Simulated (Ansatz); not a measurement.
Job for Ansatz (an electronic-structure program): R-CCSD(T)/cc-pVDZ on GaGeH5 (SMILES [GaH2][GeH3]), a point of a bond scan (R = 1.575 Å). The run froze 28 orbitals, filled d shells among them.

Ansatz 0.2 input:
```yaml
crystal:
  periodic: [false, false, false]
  atoms:
    - {symbol: Ga, position_ang: [-1.23043577, -0.07769067, -0.29199579]}
    - {symbol: Ge, position_ang: [1.15729770, 0.07022597, 0.27368514]}
    - {symbol: H, position_ang: [1.98201560, -1.14287734, -0.19965612]}
    - {symbol: H, position_ang: [1.78713141, 1.32896781, -0.36154397]}
    - {symbol: H, position_ang: [1.35929899, 0.19976849, 1.79857150]}
    - {symbol: H, position_ang: [-2.21719620, 1.04514781, 0.20263148]}
    - {symbol: H, position_ang: [-1.80126754, -1.26982717, -1.14605758]}
basis:
  gaussian:
    orbitals: cc-pVDZ
    pivot_positions_ang: [[-1.23043577, -0.07769067, -0.29199579], [1.15729770, 0.07022597, 0.27368514], [1.98201560, -1.14287734, -0.19965612], [1.78713141, 1.32896781, -0.36154397], [1.35929899, 0.19976849, 1.79857150], [-2.21719620, 1.04514781, 0.20263148], [-1.80126754, -1.26982717, -1.14605758]]
magnetization: {spin_polarized: false}
correlation: {method: ccsd_t, electrons: outside_noble_gas}
scf: {lower_state_search: off}
output: {orbitals: {seedname: ./end}}
```

The log:

```
WARN ansatz: RAYON_NUM_THREADS=1 ignored (pool sized by the plan → 1); use --threads N
Functional definition: HF
these checks for a lower state are left out or cut short: stability, starts, cluster_reference, orbital_swaps, neighbouring_geometries, increment
integrals: 0.07 GiB planned
957 factors; integrals over basis functions are off by at most 3.0e-4 eV
mean field: 0.23 GiB planned
mean field evaluation 1: about -108883.8798 eV, gradient 1.1e1 eV
mean field evaluation 2: about -108883.8813 eV, gradient 1.1e1 eV
mean field evaluation 4: about -108884.6740 eV, gradient 7.5e-1 eV
mean field evaluation 8: about -108884.6764 eV, gradient 6.7e-7 eV
mean field -108884.67639395 eV, -4001.4380527934 hartree, gradient 1.8e-6 eV, S^2 0.000000; 0 other end points of the search recorded, 0 dependent functions left out
28 core orbitals not correlated
reference -108884.67639395 eV, -4001.4380527934 hartree; 6, 6 occupied and 45, 45 virtual orbitals, 957 factors
second order -4.57931472 eV of doubles, -0.00000000 eV of singles
coupled cluster: 0.14 GiB planned
cycle   1  -5.44575525 eV  change   -8.7e-1 eV  update   7.1e-2
cycle   2  -5.76127761 eV  change   -3.2e-1 eV  update   2.4e-2
cycle   3  -5.77036528 eV  change   -9.1e-3 eV  update   5.7e-3
cycle   4  -5.76888184 eV  change    1.5e-3 eV  update   1.9e-3
cycle   5  -5.76852105 eV  change    3.6e-4 eV  update   6.1e-4
cycle   6  -5.76839061 eV  change    1.3e-4 eV  update   1.9e-4
cycle   7  -5.76838086 eV  change    9.8e-6 eV  update   6.2e-5
cycle   8  -5.76840300 eV  change   -2.2e-5 eV  update   1.9e-5
cycle   9  -5.76840067 eV  change    2.3e-6 eV  update   5.4e-6
perturbative correction -0.11913887 eV, -0.0043782726 hartree
Total energy: -108890.56393349 eV, -4001.6544158806 hartree
Checks for a lower state left out: stability, starts, cluster_reference, orbital_swaps, neighbouring_geometries, increment
```

The run converged.

Cost: around 2.6 core-seconds (rough).
